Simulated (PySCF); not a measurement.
Here is a job for PySCF.
```python
from pyscf import gto, scf, dft

mol = gto.M(
    atom='''
O     0.925012   -0.695889    0.132124
C    -0.340510   -0.197161    0.155210
O    -0.730364    0.993807   -0.111213
H     1.469380   -0.326263   -0.588324
H    -0.983495   -0.874114   -0.510223
''',
    basis='6-311g**',
    charge=0,
    spin=2,
    verbose=4,
)

mf = dft.UKS(mol)
mf.xc = 'revpbe'
mf.kernel()
```

What <S^2> does PySCF with REVPBE/6-311G** give?

2.004

Estimate the dipole moment that REVPBE/6-311G** returns for this input.

1.93 D

What number of basis functions does REVPBE/6-311G** give?

66

Predict the nuclear repulsion energy from REVPBE/6-311G**.

67.5907 Eh

These values belong to the state on which the SCF converged, which isn't shown to be the lowest.
